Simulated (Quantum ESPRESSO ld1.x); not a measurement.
The numbers below are computed, except where a source is named.
Task: All-electron atom: Ho0.75+ in [Xe] 4f(up 5.5, down 5.5) 6s(up 0.75, down 0.5) (fractional occupations, a model configuration). Level of theory: scalar-relativistic Kohn-Sham, LDA (Slater exchange, Perdew-Wang correlation), spin-polarised, spherical densities, point nucleus (ld1.x of Quantum ESPRESSO 7.5). Some entries of the table are withheld. Estimate them.

orbital,occ.,eigenvalue (hartree),<r> (bohr)
1s up,1,-2037.94,0.02075
1s down,1,-2037.94,0.02075
2s up,1,-341.066,0.08815
2s down,1,-341.066,0.08815
2p up,3,-302.292,0.07809
2p down,3,-302.292,0.07809
3s down,1,-76.2915,0.2301
3s up,1,-76.2915,0.2301
3p down,3,-64.4443,0.2290
3p up,3,-64.4443,0.2290
3d up,5,-49.3848,0.2079
3d down,5,-49.3848,0.2079
4s down,1,-15.1896,0.5191
4s up,1,-15.1896,0.5191
4p down,3,-11.2890,0.5504
4p up,3,-11.2890,0.5504
4d up,5,-6.02054,0.5968
4d down,5,-6.02051,0.5968
5s up,1,-2.03660,1.276
5s down,1,-2.03612,1.276
5p up,3,-1.13492,1.521
5p down,3,-1.13393,1.519
4f up,5.5,(1),0.8518
4f down,5.5,(2),0.8504
6s up,0.75,-0.29110,3.703
6s down,0.5,-0.28502,3.715

Result: 
(1) 4f up eigenvalue (hartree): -0.30109
(2) 4f down eigenvalue (hartree): -0.30078
